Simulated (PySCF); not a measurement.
PySCF job for C5H6O2, SMILES O=C1C=CCOC1, TDDFT-PBE0/def2-SVPD. The structure is a stationary point at B3LYP-D3(BJ)/def2-SVP. One conformer was computed; it need not be the lowest.

```python
import numpy as np
from pyscf import gto, scf, dft, tdscf

mol = gto.M(
    atom='''
    O     2.13405017   -0.90709180   -0.22205159
    C     1.03613317   -0.39915447   -0.11800142
    C     0.81434460    1.06259932   -0.11714428
    C    -0.43608965    1.55426466   -0.07795350
    C    -1.62889361    0.65707355    0.08332203
    O    -1.30039096   -0.60776972    0.59799931
    C    -0.23743711   -1.24323856   -0.07475436
    H     1.69874770    1.69773527   -0.21180663
    H    -0.62274239    2.62955988   -0.17356059
    H    -2.15108756    0.57205470   -0.89861096
    H    -2.35170553    1.10831232    0.78222677
    H    -0.02235874   -2.18595821    0.44668312
    H    -0.50847154   -1.49207855   -1.12532446
    ''',
    basis='def2-SVPD',
    charge=0,
    spin=0,
    max_memory=1600,
    verbose=4,
)
mf = dft.RKS(mol, xc='pbe0').density_fit(auxbasis='def2-universal-jkfit')
mf.grids.level = 3
mf.conv_tol = 1e-9
mf.max_cycle = 100
mf.kernel()
mf.grids = dft.Grids(mol).set(level=1).build(with_non0tab=True)  # coarser grid for the response kernel
td = tdscf.TDDFT(mf)
td.singlet = True
td.nstates = 10
td.conv_tol = 1e-4
td.positive_eig_threshold = 1e-6
td.kernel(x0=td.get_init_guess(mf, 15))
td.analyze()
tt = tdscf.TDA(mf)
tt.singlet = False
tt.nstates = 4
tt.conv_tol = 1e-4
tt.positive_eig_threshold = 1e-6
tt.kernel(x0=tt.get_init_guess(mf, 9))
tt.analyze(verbose=3)
```

Program output:

```
PySCF version 2.14.0

[INPUT] verbose = 4
[INPUT] num. atoms = 13
[INPUT] num. electrons = 52
[INPUT] charge = 0
[INPUT] spin (= nelec alpha-beta = 2S) = 0
[INPUT] symmetry False subgroup None
[INPUT] Mole.unit = angstrom
[INPUT] Symbol           X                Y                Z      unit          X                Y                Z       unit  Magmom
[INPUT]  1 O      2.134050170000  -0.907091800000  -0.222051590000 AA    4.032770357382  -1.714155071839  -0.419616690624 Bohr   0.0
[INPUT]  2 C      1.036133170000  -0.399154470000  -0.118001420000 AA    1.958007919877  -0.754292629696  -0.222990366110 Bohr   0.0
[INPUT]  3 C      0.814344600000   1.062599320000  -0.117144280000 AA    1.538888265018   2.008021694949  -0.221370606259 Bohr   0.0
[INPUT]  4 C     -0.436089650000   1.554264660000  -0.077953500000 AA   -0.824090004257   2.937134532490  -0.147310765451 Bohr   0.0
[INPUT]  5 C     -1.628893610000   0.657073550000   0.083322030000 AA   -3.078162808954   1.241689053196   0.157455816843 Bohr   0.0
[INPUT]  6 O     -1.300390960000  -0.607769720000   0.597999310000 AA   -2.457382769260  -1.148518317604   1.130054918579 Bohr   0.0
[INPUT]  7 C     -0.237437110000  -1.243238560000  -0.074754360000 AA   -0.448691109708  -2.349380385899  -0.141265267017 Bohr   0.0
[INPUT]  8 H      1.698747700000   1.697735270000  -0.211806630000 AA    3.210167907735   3.208254692315  -0.400256522067 Bohr   0.0
[INPUT]  9 H     -0.622742390000   2.629559880000  -0.173560590000 AA   -1.176812563257   4.969148001344  -0.327981981118 Bohr   0.0
[INPUT] 10 H     -2.151087560000   0.572054700000  -0.898610960000 AA   -4.064966358359   1.081026711270  -1.698128606932 Bohr   0.0
[INPUT] 11 H     -2.351705530000   1.108312320000   0.782226770000 AA   -4.444079377325   2.094406745281   1.478194362603 Bohr   0.0
[INPUT] 12 H     -0.022358740000  -2.185958210000   0.446683120000 AA   -0.042251895090  -4.130862336644   0.844108761266 Bohr   0.0
[INPUT] 13 H     -0.508471540000  -1.492078550000  -1.125324460000 AA   -0.960871952736  -2.819619815838  -2.126555030674 Bohr   0.0

nuclear repulsion = 292.782715825214
number of shells = 82
number of NR pGTOs = 276
number of NR cGTOs = 194
basis = def2-SVPD
ecp = {}


[settings echo left out]
init E= -344.892092339524
  HOMO = -0.305294872187859  LUMO = -0.134137550167342  gap/eV = 4.65743
cycle= 1 E= -343.776483070228  delta_E= 1.12  |g|= 0.87  |ddm|= 5.64
  HOMO = -0.107763321759037  LUMO = -0.0411218381672382  gap/eV = 1.81341
cycle= 2 E= -343.253668952846  delta_E= 0.523  |g|= 1.81  |ddm|= 3.58
  HOMO = -0.25394894343486  LUMO = -0.0627434612731652  gap/eV = 5.20297
cycle= 3 E= -343.923752940528  delta_E= -0.67  |g|= 0.197  |ddm|= 2.78
  HOMO = -0.261324679375767  LUMO = -0.072048616847205  gap/eV = 5.15046
cycle= 4 E= -343.930553816319  delta_E= -0.0068  |g|= 0.105  |ddm|= 0.408
  HOMO = -0.264031527607191  LUMO = -0.0710129906218087  gap/eV = 5.25230
cycle= 5 E= -343.93265519444  delta_E= -0.0021  |g|= 0.0207  |ddm|= 0.143
  HOMO = -0.262540359642053  LUMO = -0.0678495000537747  gap/eV = 5.29781
cycle= 6 E= -343.932747864453  delta_E= -9.27e-05  |g|= 0.00588  |ddm|= 0.0445
  HOMO = -0.262882609372065  LUMO = -0.0681913997279362  gap/eV = 5.29782
cycle= 7 E= -343.932755171741  delta_E= -7.31e-06  |g|= 0.00123  |ddm|= 0.0111
  HOMO = -0.263074084319196  LUMO = -0.0682526681466484  gap/eV = 5.30136
cycle= 8 E= -343.932755495884  delta_E= -3.24e-07  |g|= 0.000448  |ddm|= 0.00324
  HOMO = -0.263036364333483  LUMO = -0.0682177919559308  gap/eV = 5.30128
cycle= 9 E= -343.932755543469  delta_E= -4.76e-08  |g|= 7.54e-05  |ddm|= 0.000891
  HOMO = -0.263045980961625  LUMO = -0.0682205053076048  gap/eV = 5.30147
cycle= 10 E= -343.932755544856  delta_E= -1.39e-09  |g|= 1.71e-05  |ddm|= 0.000235
  HOMO = -0.26304531367598  LUMO = -0.0682211866574618  gap/eV = 5.30143
cycle= 11 E= -343.932755544913  delta_E= -5.7e-11  |g|= 1.08e-05  |ddm|= 4.79e-05
  HOMO = -0.263046543945303  LUMO = -0.06822064070762  gap/eV = 5.30148
Extra cycle  E= -343.932755544859  delta_E= 5.41e-11  |g|= 1.81e-05  |ddm|= 4.51e-05
converged SCF energy = -343.932755544859
tot grids = 51096
Overwritten attributes  positive_eig_threshold  of <class 'pyscf.tdscf.rks.TDDFT'>


******** <class 'pyscf.tdscf.rks.TDDFT'> for <class 'pyscf.df.df_jk.DFRKS'> ********
nstates = 10 singlet
deg_eia_thresh = 1.000e-03
wfnsym = None
conv_tol = 0.0001
eigh lindep = 1e-12
eigh level_shift = 0
eigh max_cycle = 100


Excitation energies (eV)
[3.48131076 5.25295817 5.87824435 6.34724178 6.60446911 6.81551287
 7.40373364 7.42712515 7.65182679 7.7210572 ]

** Singlet excitation energies and oscillator strengths **
Excited State   1:      3.48131 eV    356.14 nm  f=0.0002
      26 -> 27       -0.69235
Excited State   2:      5.25296 eV    236.03 nm  f=0.0255
      24 -> 27        0.55150
      25 -> 27        0.40837
      26 -> 27       -0.11081
Excited State   3:      5.87824 eV    210.92 nm  f=0.1996
      23 -> 27        0.28586
      24 -> 27       -0.33612
      25 -> 27        0.52847
Excited State   4:      6.34724 eV    195.34 nm  f=0.0263
      23 -> 27        0.12961
      24 -> 27        0.18917
      26 -> 28       -0.49080
      26 -> 29        0.41514
      26 -> 30       -0.10498
Excited State   5:      6.60447 eV    187.73 nm  f=0.0525
      23 -> 27        0.54714
      24 -> 27        0.17149
      25 -> 27       -0.13543
      26 -> 28        0.34379
Excited State   6:      6.81551 eV    181.91 nm  f=0.0588
      23 -> 27       -0.27583
      25 -> 27        0.10750
      26 -> 28        0.34189
      26 -> 29        0.49331
      26 -> 30       -0.16123
Excited State   7:      7.40373 eV    167.46 nm  f=0.0331
      25 -> 28        0.30797
      26 -> 29       -0.17923
      26 -> 30       -0.56647
      26 -> 31        0.15291
      26 -> 32       -0.12726
Excited State   8:      7.42713 eV    166.93 nm  f=0.0157
      25 -> 28       -0.61112
      26 -> 29       -0.12270
      26 -> 30       -0.29831
Excited State   9:      7.65183 eV    162.03 nm  f=0.0166
      26 -> 30       -0.10951
      26 -> 31       -0.66032
      26 -> 32       -0.15008
Excited State  10:      7.72106 eV    160.58 nm  f=0.0042
      24 -> 28       -0.34112
      24 -> 29        0.13863
      25 -> 29        0.22109
      26 -> 32        0.48894
      26 -> 33        0.16262

** Transition electric dipole moments (AU) **
state          X           Y           Z        Dip. S.      Osc.
  1        -0.0204      0.0099      0.0376      0.0019      0.0002
  2        -0.3927      0.2097      0.0080      0.1983      0.0255
  3        -0.9168      0.7363      0.0577      1.3860      0.1996
  4         0.3866     -0.0920      0.1054      0.1691      0.0263
  5         0.4131     -0.3726     -0.1226      0.3245      0.0525
  6        -0.5025      0.3131     -0.0439      0.3524      0.0588
  7         0.1197     -0.3982     -0.0971      0.1823      0.0331
  8        -0.0619     -0.2869      0.0047      0.0862      0.0157
  9        -0.0401      0.2044     -0.2125      0.0885      0.0166
 10         0.0931      0.0237     -0.1138      0.0222      0.0042

** Transition velocity dipole moments (imaginary part, AU) **
state          X           Y           Z        Dip. S.      Osc.
  1        -0.0026      0.0007      0.0036      0.0000      0.0001
  2        -0.0739      0.0391      0.0015      0.0070      0.0242
  3        -0.1946      0.1566      0.0129      0.0625      0.1930
  4         0.0895     -0.0194      0.0262      0.0091      0.0259
  5         0.0982     -0.0906     -0.0306      0.0188      0.0516
  6        -0.1242      0.0761     -0.0107      0.0213      0.0568
  7         0.0276     -0.1080     -0.0293      0.0133      0.0325
  8        -0.0183     -0.0781      0.0104      0.0065      0.0160
  9        -0.0148      0.0563     -0.0615      0.0072      0.0170
 10         0.0283      0.0095     -0.0352      0.0021      0.0050

** Transition magnetic dipole moments (imaginary part, AU) **
state          X           Y           Z
  1         0.6293     -0.2997     -0.0304
  2        -0.4260      0.3401     -0.5477
  3         0.1546     -0.2705     -1.0779
  4         0.5714     -0.1465     -0.1117
  5         0.3989     -0.2781      0.2460
  6         0.3270      0.0375     -0.0526
  7         0.2449     -0.2735      0.5268
  8        -0.2230      0.2906     -0.2417
  9        -0.0137      0.0240     -0.4575
 10         0.4726     -0.2862     -0.3946
Overwritten attributes  positive_eig_threshold  of <class 'pyscf.tdscf.rks.TDA'>


******** <class 'pyscf.tdscf.rks.TDA'> for <class 'pyscf.df.df_jk.DFRKS'> ********
nstates = 4 triplet
deg_eia_thresh = 1.000e-03
wfnsym = None
conv_tol = 0.0001
eigh lindep = 1e-12
eigh level_shift = 0
eigh max_cycle = 100


Excitation energies (eV)
[3.00903876 3.58119202 5.04334489 5.6515649 ]

** Triplet excitation energies and oscillator strengths **
Excited State   1:      3.00904 eV    412.04 nm  f=0.0000
Excited State   2:      3.58119 eV    346.21 nm  f=0.0000
Excited State   3:      5.04334 eV    245.84 nm  f=0.0000
Excited State   4:      5.65156 eV    219.38 nm  f=0.0000
```

The calculation finished and met its thresholds.

Cost: around 6 core-minutes (rough).
